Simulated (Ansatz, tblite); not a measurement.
Two members of one family (AunHm), computed with Ansatz in the gas phase; def2 core potentials for Au, no spin–orbit coupling. The two geometries come from different levels. HOMO and LUMO are taken over both spins. Binding counts from free atoms in the multiplicity of their measured ground term, without zero-point energy. Singlets are spin-restricted. The spins of the ions were chosen, not always searched. A dash marks a value that wasn't run or was left out as unsound. The structures are stationary points that may keep the symmetry of their start.

First: H4Au3 (doublet, charge 0, PBE-D4/def2-TZVP geometry; oxidised ion triplet).

Cartesian coordinates in Å:
```
Au -0.003 0.004 0.000
Au 0.040 1.137 2.407
Au -0.036 -1.142 -2.403
H 0.921 -1.678 -3.553
H -0.921 1.672 3.555
H 1.192 0.537 1.101
H -1.194 -0.531 -1.107
```

```tsv
level	HOMO (eV)	LUMO (eV)	gap (eV)	vertical IE (eV)	binding per atom (eV)
PBE-D4/def2-SVP	-6.63	-6.27	0.35	–	1.92
PBE-D4/def2-TZVP	-6.64	-6.29	0.35	9.39	1.97
revPBE-D4/def2-TZVP	-6.57	-6.20	0.37	–	1.89
r2SCAN-D4/def2-TZVPD	-6.91	-6.30	0.61	–	2.03
PBE0-D4/def2-TZVP	-7.47	-5.86	1.62	9.12	1.85
```

Second: H5Au3 (singlet, charge 0, r2SCAN-D4/def2-SVP geometry).

```xyz
8

Au   -0.588    0.852    1.364
Au    0.467    0.296   -1.048
Au   -0.407   -1.769    0.891
H    -1.064   -2.159    2.285
H     0.685    1.764   -1.594
H     1.079    0.035   -2.451
H    -0.510    2.407    1.235
H     0.339   -1.426   -0.681
```

Question: Estimate the same table for the second.

Answer: 
```
               level  HOMO (eV)  LUMO (eV)  gap (eV)  vertical IE (eV)  binding per atom (eV)
     PBE-D4/def2-SVP      -6.84      -3.73      3.11                 –                   2.03
    PBE-D4/def2-TZVP      -6.86      -3.79      3.07              9.49                   2.08
 revPBE-D4/def2-TZVP      -6.79      -3.72      3.07                 –                   2.01
r2SCAN-D4/def2-TZVPD      -7.05      -3.70      3.35                 –                   2.16
   PBE0-D4/def2-TZVP      -7.82      -3.14      4.68              9.65                   1.98
```

The relaxed triplet lies at 1.65 eV (LC-ωPBE/def2-TZVP) to 1.89 eV (RPA@PBE/def2-TZVP) from the singlet. The relaxed quintet lies at 4.57 eV (r2SCAN-D4/def2-TZVP) to 4.90 eV (RPA@PBE/def2-TZVP) from the singlet.
